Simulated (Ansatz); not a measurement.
Geometry optimisation, UHF/def2-SVP (Ansatz 0.2.0).

Input file:

```yaml
crystal:
  periodic: [false, false, false]
  atoms:
    - { symbol: O, position_ang: [-0.88271, 0.5567, -0.49194] }
    - { symbol: Al, position_ang: [-0.07549, -0.31522, 0.64871] }
    - { symbol: I, position_ang: [2.28494, -1.30225, 1.0084] }
    - { symbol: H, position_ang: [-1.32674, 1.06077, -1.16518] }
magnetization:
  spin_polarized: true
  initial_magnetization: 1
basis:
  gaussian: { orbitals: def2-SVP }
hamiltonian:
  xc: hf
relax:
  f_tol: 0.02
  max_steps: 50
```

Run as:

```bash
$ ansatz run input.yaml --threads 1 --pin off --max-ram 2048MiB --backend cpu --events-out ev --progress --plain --runs-dir out
```

Where does it end, and by what steps?

The forces met the threshold. After 14 steps the energy has fallen by 0.228 eV; H4 moved furthest, 0.57 Å.

```tsv
step	energy less start (eV)	largest force component (eV/Å)	accepted
0	0.0000	1.013	yes
1	-0.1510	0.431	yes
2	-0.1669	0.359	yes
3	-0.1794	0.142	yes
4	-0.1820	0.229	yes
5	-0.1862	0.727	yes
6	-0.1943	0.259	yes
7	-0.1993	0.463	yes
8	-0.2210	0.060	yes
9	-0.2212	0.056	yes
10	-0.2216	0.089	yes
11	-0.2261	0.051	yes
12	-0.2270	0.031	yes
13	-0.2283	0.051	yes
14	-0.2284	0.015	yes
```

```xyz
4
Properties=species:S:1:pos:R:3
O -1.050 0.525 -0.323
Al -0.290 -0.365 0.882
I 2.128 -1.034 0.597
H -0.788 0.874 -1.157
```

Run time: 19 s on 1 thread of Intel(R) Xeon(R) Platinum 8488C (Sapphire Rapids) (shared host), peak memory 0.16 GiB.
